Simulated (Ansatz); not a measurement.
Reaction (ligand exchange at the Si–I bond): `Cl[Si](Cl)(Cl)I` + `N=C=O` → `O=C=N[Si](Cl)(Cl)Cl` + HI

Program: Ansatz. Geometries: PBE0-D4/def2-TZVP. ΔE: electronic, gas phase. CCSD(T)/CBS adds triple-zeta CCSD(T) − MP2 to the extrapolated MP2 energy (def2 sets, frozen cores). This one scheme is used for every species. def2 core potentials past Kr. For I outer-core shells are correlated without core-valence functions, which leaves a few kJ/mol of doubt a bond. One conformer a species, not always the lowest.

`Cl[Si](Cl)(Cl)I`:

Z-matrix (Å, degrees):
```
Si
Cl 1 2.027
Cl 1 2.027 2 108.9
I 1 2.410 2 110.0 3 120.7
Cl 1 2.027 2 108.9 3 -118.6
```

`N=C=O`:

```xyz
4

N    -0.101   -0.739   -0.175
C    -0.211    0.431    0.107
O    -0.456    1.534    0.375
H     0.768   -1.226   -0.306
```

`O=C=N[Si](Cl)(Cl)Cl`:

Cartesian coordinates in Å:
```
O 1.212 -2.799 0.064
C 0.871 -1.692 0.103
N 0.559 -0.537 0.164
Si -0.382 0.840 -0.028
Cl -1.315 1.262 1.715
Cl -1.763 0.546 -1.478
Cl 0.819 2.381 -0.541
```

HI:

Z-matrix (Å, degrees):
```
I
H 1 1.610
```

```tsv
level	ΔE (kcal/mol)
CCSD(T)/def2-SVP	-8.3
CCSD(T)/def2-TZVPP	-6.4
SCS-MP2/def2-QZVPP	-4.5
HF/CBS(def2)	-10.2
```

(1) What does CCSD(T)/CBS give? (An estimate is asked.)

Largest T1 diagnostic among the species: 0.018.

Answers

(1) Ansatz gave: -3.7 kcal/mol. The listed levels differ from it by -4.6, -2.7, -0.8, -6.5 kcal/mol.

Leaving LDA and LC-ωPBE aside and taking each functional with its dispersion term where it has one, the values, not all of them listed here, spread over 5.6 kcal/mol, from CAM-B3LYP-D4 to PBE-D4. LDA lies −1.5 kcal/mol from PBE without D4. In def2-TZVPP, CCSD(T) changes the Hartree–Fock value by +3.7 kcal/mol (the triples alone add +0.9 kcal/mol) and MP2 by +5.6 kcal/mol.
